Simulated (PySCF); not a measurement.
A geometry optimisation on `Fc1cc(ccc1)-c1ccccc1`.

Computed with PBE0-D3(BJ)/def2-SVP geometry optimisation, gas phase (PySCF 2.14.0). Start geometry: GFN2-xTB. A driver script takes a list of jobs; this job's settings line and coordinates (Å) are shown.

Command:
```bash
OMP_NUM_THREADS=2 python probes_run.py task.json out
```

Input:
```
{"job": {"xc": "PBE0", "basis": "def2-SVP", "d3": "d3bj", "grid": 1, "shake": 0.01, "kind": "geom"}, "charge": 0, "multiplicity": 1}
F      3.617970    -2.139560    -0.413130
C      2.860620    -1.000630    -0.215510
C      3.501630     0.203510    -0.028920
C      2.790590     1.344430     0.178190
C      1.373730     1.261400     0.175680
C      0.721720     0.055510    -0.007820
C     -0.733610    -0.030600     0.006390
C     -1.495380     0.949810    -0.634560
C     -2.893010     0.872360    -0.601510
C     -3.528930    -0.181600     0.037450
C     -2.781400    -1.152900     0.674470
C     -1.386150    -1.076930     0.659810
C      1.461250    -1.085620    -0.216430
H      4.582700     0.242470    -0.023160
H      3.241640     2.281110     0.338620
H      0.791970     2.173430     0.367120
H     -1.018160     1.763790    -1.154010
H     -3.483220     1.631120    -1.117410
H     -4.606610    -0.246230     0.036990
H     -3.287590    -1.958980     1.181710
H     -0.825430    -1.827830     1.157030
H      1.030580    -2.073680    -0.387500
```

Output:
```
step   0  E = -561.51010919  max force = 0.059834
step   1  E = -561.51718747  max force = 0.006160
step   2  E = -561.51879611  max force = 0.006007
step   3  E = -561.51841954  max force = 0.009390
step   4  E = -561.51918980  max force = 0.000875
step   5  E = -561.51920912  max force = 0.001552
step   6  E = -561.51925262  max force = 0.000416
step   7  E = -561.51926136  max force = 0.000756
step   8  E = -561.51926911  max force = 0.000192
optimisation converged
```

Energies in Eh; «max force» is the largest Cartesian gradient component in Eh/bohr.

Question: How much energy does the optimisation release, in kcal/mol?

Answer: E(step 0) − E(last step) = 0.009160 Eh, which is 5.7 kcal/mol.

Question: At which steps does the energy rise by more than 1e-5 Eh?

Answer: At step 3 (+0.38 mEh).

Summary of the converged run: final energy -561.51927 Eh after 8 steps; dipole 1.47 D.

Question: Where do the atoms end?

Answer: 0.065 Å rms from the input after alignment:
```
atom  x, y, z in Å
F1     3.5672   -2.1407   -0.5366
C2     2.8686   -1.0291   -0.3102
C3     3.5452    0.1732   -0.1464
C4     2.7937    1.3241    0.0796
C5     1.4036    1.2677    0.1379
C6     0.7287    0.0490   -0.0304
C7    -0.7483   -0.0219    0.0324
C8    -1.5400    1.0075   -0.4975
C9    -2.9293    0.9408   -0.4381
C10   -3.5557   -0.1553    0.1533
C11   -2.7810   -1.1857    0.6842
C12   -1.3918   -1.1191    0.6233
C13    1.4845   -1.1092   -0.2565
H14    4.6351    0.1899   -0.1975
H15    3.3039    2.2797    0.2211
H16    0.8324    2.1750    0.3429
H17   -1.0588    1.8582   -0.9855
H18   -3.5281    1.7487   -0.8654
H19   -4.6460   -0.2067    0.1999
H20   -3.2617   -2.0455    1.1571
H21   -0.7927   -1.9196    1.0636
H22    1.0066   -2.0765   -0.4203
```

Time: 2.5 min wall, 6.1 min CPU; peak memory 1.3 GiB. Hardware: 2 threads, Intel Xeon Platinum 8488C (x86_64), on a shared host.
Labels such as C1 count atoms from 1, the log's own numbers from 0.
